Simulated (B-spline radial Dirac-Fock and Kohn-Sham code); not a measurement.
**Two-hole binding energies of Cd⁵⁺**

System: cadmium as Cd⁵⁺, configuration [Kr] 4d7.

Input file task.json (cfg lists n, l and occupation; rrms is the nuclear radius in fm):

```json
{"items": [{
  "Z": 48,
  "q": 5,
  "cfg": [[1, 0, 2], [2, 0, 2], [2, 1, 6], [3, 0, 2], [3, 1, 6], [3, 2, 10], [4, 0, 2], [4, 1, 6], [4, 2, 7]],
  "A": 114,
  "rrms": 4.6087,
  "do": ["binding", "quiet", "double"]
}]}
```

Run with: `python xray_run.py task.json out`

Level of theory: Dirac-Fock ΔSCF + Breit + QED; an atomic code on a B-spline grid. U is the two-hole binding energy less the two single-hole energies, the effective repulsion of the holes after relaxation. Each two-hole energy is an average over J within one jj subconfiguration.

```
          holes  E(a) (eV)  E(b) (eV)  E(ab) (eV)  U (eV)
   1s⁻¹ 2p1/2⁻¹    26799.5     3817.7           ?       ?
   1s⁻¹ 2p3/2⁻¹    26799.5     3627.9     30629.9   202.5
   1s⁻¹ 3p1/2⁻¹    26799.5      742.5     27609.8    67.9
   1s⁻¹ 3p3/2⁻¹    26799.5      707.7     27571.7    64.5
           2s⁻²     4114.2     4114.2      8357.0   128.7
   2s⁻¹ 2p3/2⁻¹     4114.2     3627.9      7859.5   117.4
        2p1/2⁻²     3817.7     3817.7      7794.0   158.6
2p1/2⁻¹ 2p3/2⁻¹     3817.7     3627.9      7588.8   143.2
        2p3/2⁻²     3627.9     3627.9      7399.1   143.2
   2s⁻¹ 3p3/2⁻¹     4114.2      707.7      4878.1    56.2
2p1/2⁻¹ 3p3/2⁻¹     3817.7      707.7      4583.5    58.1
2p3/2⁻¹ 3d5/2⁻¹     3627.9      491.8      4178.8    59.0
        3p1/2⁻²      742.5      742.5      1533.4    48.4
        3p3/2⁻²      707.7      707.7      1460.2    44.8
```

Q: Give the missing two-hole energy and U.

A: E(ab) = 30835.7 eV and U = 218.5 eV.

Run: 38 s of CPU time on 1 thread of Neoverse-V1 (shared host), peak memory 0.41 GiB.

Values without a named source are computed, but for edge energies of neutral atoms, which are taken from tables.
